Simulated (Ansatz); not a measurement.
```xyz
14

N    -1.279    1.041   -1.151
Si   -1.496   -0.325   -0.117
N    -0.016   -1.204   -0.005
Si    1.501   -0.653    0.567
N     1.544    1.019    0.325
Cl    1.819   -1.017    2.583
H    -1.877    1.840   -1.006
H    -1.116    0.896   -2.137
H    -1.953    0.261    1.169
H    -2.494   -1.324   -0.594
H    -0.079   -2.188   -0.223
H     2.562   -1.454   -0.085
H     2.037    1.649    0.932
H     0.846    1.458   -0.258
```

Charge 0, multiplicity 1.

Task: List the B3LYP/def2-TZVPP orbital energies in eV (Ansatz 0.2.0). (Estimate.)

Result: The calculation gave: Occupied: -2761.81, -1799.88, -1799.35, -389.27, -389.02, -388.86, -256.58, -195.59, -195.48, -195.47, -144.23, -143.79, -99.60, -99.56, -99.51, -99.12, -99.11, -99.09, -23.78, -23.28, -22.76, -21.87, -15.06, -14.60, -13.77, -13.58, -12.28, -11.65, -11.08, -10.39, -10.24, -9.43, -8.74, -8.32, -7.76, -7.57, -7.23. Lowest empty: 0.22, 0.52, 1.07, 1.35, 1.69, 1.76, 2.04, 2.21.

B3LYP here is the variant with VWN-RPA as its local correlation; programs differ in this.
